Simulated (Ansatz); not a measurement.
System: C$_{3}$H$_{5}$O$_{2}$, charge -1, multiplicity 1. It need not be the lowest isomer of its formula. Whether it binds its extra electron was not tested at this geometry. 
Structure (B3LYP-D3(BJ)/def2-TZVP (Ansatz, a program for electronic structure) minimum search):
```
C
C 1 1.3724
O 2 1.2584 1 131.05
H 1 1.0832 2 118.77 3 180.00
O 2 1.4333 3 114.50 1 -180.00
H 5 0.9658 2 100.40 3 0.00
C 1 1.4971 4 119.87 2 180.00
H 7 1.0933 1 108.85 4 -180.00
H 7 1.1045 8 106.96 1 -123.59
H 7 1.1045 8 106.96 9 -112.81
```
Charge -1, spin multiplicity 1.

Basis-set convergence of Hartree-Fock and CCSD(T) correlation energies (hartree) with Ansatz. Valence correlation only, unless marked. No spin-orbit coupling. No relativistic terms. This anion needs diffuse functions, which these sets lack.

```csv
basis,functions,E(HF),"E(corr, CCSD(T))",rough core time
cc-pVDZ,95,-266.23846,-0.84627,under 20 s
cc-pVTZ,220,[?],[?],2.2 min
```

Task: Complete the blanks.

Result: 
- cc-pVTZ, E(HF): -266.32384
- cc-pVTZ, E(corr, CCSD(T)): -1.05238
